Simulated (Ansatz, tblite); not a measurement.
Two rigid molecules brought together: C3H8 ··· CS2 (SMILES CCC and S=C=S). Monomers: optimised at B3LYP-D3(BJ) (def2-TZVP), held rigid. Orientation: lowest of the rigid-body minima from ten starts at GFN2-xTB. The monomers approach along the line of their centres of mass (distance R); nothing else relaxes.

- GFN2-xTB (tblite)
- CCSD(T)/aug-cc-pVDZ = CCSD(T) on RHF/aug-cc-pVDZ, frozen core, counterpoise-corrected (Ansatz, a first-principles code)

Interaction energies in kJ/mol:

```
R / Å  GFN2-xTB
-----  --------
3.08       6.42
3.22      -1.73
3.46      -7.85
3.70      -9.10
3.86      -8.79
4.02      -8.10
4.42      -5.94
4.76      -4.28
5.14      -2.85
5.83      -1.30
6.92      -0.35
8.24      -0.06
```

Task: Estimate the CCSD(T)/aug-cc-pVDZ values at these points.

Result: 3.08: 25.22; 3.22: 10.42; 3.46: -2.35; 3.70: -6.62; 3.86: -7.22; 4.02: -6.99; 4.42: -5.18; 4.76: -3.65; 5.14: -2.40; 5.83: -1.14; 6.92: -0.40; 8.24: -0.14 (kJ/mol).
